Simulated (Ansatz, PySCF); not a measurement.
The pair A = H2O (SMILES O) (first 3 atoms), B = H2Se (SMILES [SeH2]); geometry from B3LYP-D3(BJ)/def2-TZVP.
(charge 0, multiplicity 1):
```
atom    x (Å)    y (Å)   z (Å)
----  -------  -------  ------
O     -0.0328  -0.3862  0.2230
H      0.7161   0.2023  0.0794
H     -0.7987   0.1917  0.3087
Se     0.4879  -0.1701  3.3479
H      0.4462  -1.5691  2.9102
H      0.7464  -0.5546  4.7462
```

Correlated levels freeze the cores. Filled d and f shells under p-block atoms count as core. Rows in 6-31G* carry no dispersion term and start afresh at each structure (6-31G* with six Cartesian d functions); the Pople sets are all-electron and without relativity.

The values were computed with Ansatz (Gaussian basis) for Hartree–Fock, density functionals and correlated methods; PySCF for 6-31G* rows. Each number belongs to the level named beside it.

Total energies (hartree), monomers frozen at their geometry in the pair:

```json
[
 {"structure": "AB", "HF/6-31G*": "-2476.7076145", "PBE/def2-TZVPPD": "-2478.7708115", "MP2/aug-cc-pVDZ": "-2477.3751803"},
 {"structure": "A in the pair's basis", "HF/6-31G*": "-76.0124250", "PBE/def2-TZVPPD": "-76.3835881", "MP2/aug-cc-pVDZ": "-76.2611961"},
 {"structure": "B in the pair's basis", "HF/6-31G*": "-2400.6937662", "PBE/def2-TZVPPD": "-2402.3847851", "MP2/aug-cc-pVDZ": "-2401.1115123"},
 {"structure": "A", "HF/6-31G*": "-76.0102210", "PBE/def2-TZVPPD": "-76.3835701", "MP2/aug-cc-pVDZ": "-76.2608502"},
 {"structure": "B", "HF/6-31G*": "-2400.6937302", "PBE/def2-TZVPPD": "-2402.3847412", "MP2/aug-cc-pVDZ": "-2401.1109471"}
]
```

Work out the interaction energy without and with the counterpoise correction, and the superposition error, for each level.


E(AB) − E(A) − E(B), times 627.509 kcal/mol, with the monomers in their own basis and then in the pair's basis:
- HF/6-31G*: -2.30 uncorrected, -0.89 corrected; the monomers gain 1.41 kcal/mol from borrowed functions
- PBE/def2-TZVPPD: -1.57 uncorrected, -1.53 corrected; the monomers gain 0.04 kcal/mol from borrowed functions
- MP2/aug-cc-pVDZ: -2.12 uncorrected, -1.55 corrected; the monomers gain 0.57 kcal/mol from borrowed functions

Ansatz is an electronic-structure program.
